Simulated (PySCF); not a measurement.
Molecule: `C=CP(=O)(C=C)C=C`, C$_{6}$H$_{9}$OP.

Geometry:
| atom | x (Å) | y (Å) | z (Å) |
| --- | --- | --- | --- |
| C1 | -1.938 | -2.067 | 0.783 |
| C2 | -1.004 | -1.619 | -0.057 |
| P3 | -0.297 | 0.017 | 0.249 |
| O4 | -0.883 | 0.705 | 1.446 |
| C5 | -0.529 | 0.935 | -1.292 |
| C6 | -1.182 | 2.097 | -1.242 |
| C7 | 1.487 | -0.256 | 0.369 |
| C8 | 2.123 | 0.164 | 1.464 |
| H9 | -2.408 | -3.048 | 0.661 |
| H10 | -2.254 | -1.441 | 1.625 |
| H11 | -0.660 | -2.210 | -0.913 |
| H12 | -0.132 | 0.531 | -2.230 |
| H13 | -1.356 | 2.704 | -2.136 |
| H14 | -1.560 | 2.465 | -0.282 |
| H15 | 2.013 | -0.758 | -0.451 |
| H16 | 3.200 | 0.027 | 1.595 |
| H17 | 1.561 | 0.661 | 2.262 |

Geometry PBE0-D3(BJ)/def2-SVP throughout; GIAO in PySCF 2.14, gas phase, one conformer, non-relativistic; equivalent atoms averaged; functional PBE0.

A run gave: C1/C6/C8 122.4, C2/C5/C7 126.6, P3 642.4, O4 334.5, H10/H14/H17 26.64, H9/H13/H16 26.90, H11/H12/H15 26.97 ppm (absolute shieldings σ).

Which basis set was used in that run?
A. 6-311+G(2d,p)
B. 6-31G*
C. 6-31G
D. STO-3G

## Answers

D. P3 tells them apart best: STO-3G gives 642.4, 6-31G* gives 376.5, 6-31G gives 410.4, 6-311+G(2d,p) gives 308.0 ppm.
